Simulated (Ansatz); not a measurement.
Harmonic frequencies (cm⁻¹) at PBE0-D4/def2-TZVP from Ansatz: 21, 66, 91, 160, 412, 497, 565, 568, 583, 595, 687, 828, 858, 869, 876, 960, 2149, 2169, 2186, 2232, 2247.

Each molecule was computed in one conformer, which needn't be the lowest.

Problem. Which molecule is it?
A. `Cl[SiH2][S][GeH3]`
B. `O[Si](F)(F)S[Si](O)(F)F`
C. `[SiH3]C[SiH](Cl)Cl`
D. `C[SiH2]/C=C/[SiH3]`

Solution. A.
